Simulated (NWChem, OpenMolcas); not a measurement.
How basis sets differ on CH3FGeO (SMILES C[O][Ge][F])

CH3FGeO has 7 atoms, charge 0, and is taken as a singlet. As SMILES, `C[O][Ge][F]`. The coordinates come from a PBE0-D4/def2-TZVP relaxation. This is one conformer, not always the lowest.

```xyz
7

C    -0.5048    0.4915    0.3949
O     0.4124    0.6242   -0.6719
Ge    1.4417   -0.6107   -1.3984
F     0.9674   -1.9906   -0.4002
H    -0.5485   -0.5322    0.7738
H    -0.2080    1.1611    1.2066
H    -1.4987    0.7885    0.0497
```

Each level gives the dipole moment (D). The values are calculated.

| level | kind | program | value (D) |
| --- | --- | --- | --- |
| HF/ANO-R0 (sfX2C) | Hartree–Fock | OpenMolcas | 0.07 |
| HF/ANO-RCC-MB (DKH2) | Hartree–Fock | OpenMolcas | 0.82 |
| HF/STO-3G | Hartree–Fock | OpenMolcas | 0.18 |
| HF/3-21G | Hartree–Fock | NWChem | 0.57 |
| HF/6-31G* (spherical functions) | Hartree–Fock | OpenMolcas | 0.67 |
| HF/def2-SVP | Hartree–Fock | NWChem | 0.78 |

All-electron rows without a relativistic Hamiltonian named are non-relativistic. The values span 0.07 to 0.82 D. Magnitudes only. Sets without polarisation functions give poor dipoles.
